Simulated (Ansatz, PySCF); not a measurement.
C₂H₅I, SMILES CCI (connectivity only; charge and spin as stated), charge +1, multiplicity 2. Atoms are numbered in the order given.

```xyz
8

C     -2.4873    -0.2870    -0.1562
C     -1.1953    -0.9994    -0.3790
I      0.6158     0.1995     0.0774
H     -2.6507    -0.0036     0.8930
H     -3.2754    -1.0149    -0.4271
H     -2.6159     0.5907    -0.8049
H     -1.0031    -1.8781     0.2648
H     -0.9686    -1.2879    -1.4225
```
Charge +1, spin multiplicity 2.

The structure is a stationary point at r2SCAN-D4/def2-SVP. The spin state was assumed, not searched. The def2 effective core potentials stand for the cores of I; spin–orbit coupling is left out.

Two levels are set side by side: PBE-D3(BJ)/def2-SVP (Ansatz, a program for electronic structure) and r2SCAN-D4/def2-SVP (Ansatz). Each level has its own optimised geometry; the coordinates shown are those of the second. Frequencies come from the Hessian of PySCF at each geometry. Differences are taken from unrounded values.

```tsv
quantity	r2SCAN-D4	PBE-D3(BJ)	PBE-D3(BJ) minus r2SCAN-D4
mean bond length (Å)	1.318	1.323	0.004
bond C1–C2 (Å)	1.492	1.496	0.004
bond C2–I3 (Å)	2.219	2.199	-0.020
bond C1–H4 (Å)	1.099	1.108	0.009
bond C1–H5 (Å)	1.106	1.114	0.007
bond C1–H6 (Å)	1.099	1.108	0.009
bond C2–H7 (Å)	1.106	1.117	0.011
bond C2–H8 (Å)	1.106	1.117	0.011
highest harmonic wavenumber (cm⁻¹)	3179	3089	-91
mean harmonic wavenumber (cm⁻¹)	1541	1488	-53
zero-point energy (kcal/mol)	39.66	38.30	-1.37
```
